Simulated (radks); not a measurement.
Results of a calculation; reference values are marked as such.
Effect of the nuclear size on the arsenic ion As+, [Ar] 3d10 4s2 4p2. Code: a radial shooting solver on a logarithmic mesh with Libxc functionals. Model: Dirac Kohn-Sham, relativistic LDA (MacDonald-Vosko exchange, VWN5 correlation), spin-unpolarised, spherical densities, finite nucleus; open shells are shared between the two j in proportion to 2j + 1; Fermi nuclear charge, rms radius 4.0968 fm. The rms radius is varied about that value; shifts are against it.

rms radius (fm),total energy shift (eV),density at nucleus (e/bohr^3),1s1/2 shift (meV),2s1/2 shift (meV),3p1/2 shift (meV),4s1/2 shift (meV)
3.4741,-0.111,3.56e+04,-46.7,-4.60,0.073,-0.060
3.8264,-0.0501,3.537e+04,-21.2,-2.09,0.033,-0.027
4.0968,0,3.521e+04,0.000,0.000,0.000,0.000
4.2566,0.0311,3.512e+04,13.2,1.29,-0.021,0.017
4.8137,0.148,3.483e+04,62.7,6.17,-0.098,0.080

Slopes of the eigenvalues against <r^2> in GHz/fm^2, as finite differences over the two radii next to the reference (eigenvalue slopes, not the field-shift constants of lines): 1s1/2 2390, 2s1/2 235, 3p1/2 -3.75, 4s1/2 3.05.
